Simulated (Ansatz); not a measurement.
Consider the formal exchange of groups at a Ga–Al bond: `[CH3][Al]([GaH2])[Br]` + `C#C[SiH3]` → `C#C[SiH2][GaH2]` + `[CH3][AlH][Br]`.

Isolated molecules relaxed with PBE0-D4/def2-TZVP in Ansatz; ΔE leaves out vibrations. CBS: MP2 limit from def2 TZ/QZ plus the TZ coupled-cluster correction, frozen cores. Functionals use def2-TZVPP. For Br, Ga outer-core shells are correlated without core-valence functions, which leaves a few kJ/mol of doubt a bond. Scalar relativity is left out up to krypton.

| level | ΔE (kJ/mol) | difference from CCSD(T)/CBS |
| --- | --- | --- |
| PBE-D4 | 11.5 | -2.1 |
| BHLYP-D4 | 13.2 | -0.4 |
| ωB97X-V | 10.0 | -3.6 |
| r2SCAN | 10.4 | -3.2 |
| r2SCANh | 10.5 | -3.1 |
| RPA@PBE/def2-TZVPP | 14.1 | 0.5 |
| HF/def2-TZVPP | 15.2 | 1.6 |
| CCSD(T)/def2-TZVPP | 13.2 | -0.4 |
| HF/def2-QZVPP | 15.1 | 1.5 |
| MP2/CBS(def2) | 12.1 | -1.5 |
| CCSD(T)/CBS | 13.6 | 0 |

Largest T1 diagnostic among the species: 0.014.

Leaving LDA and LC-ωPBE aside and taking each functional with its dispersion term where it has one, the values, not all of them listed here, spread over 13.8 kJ/mol, from B97M-V to BHLYP-D4. At CCSD(T), def2-SVP lies −3.2 kJ/mol from the extrapolated value and def2-TZVPP −0.4 kJ/mol.
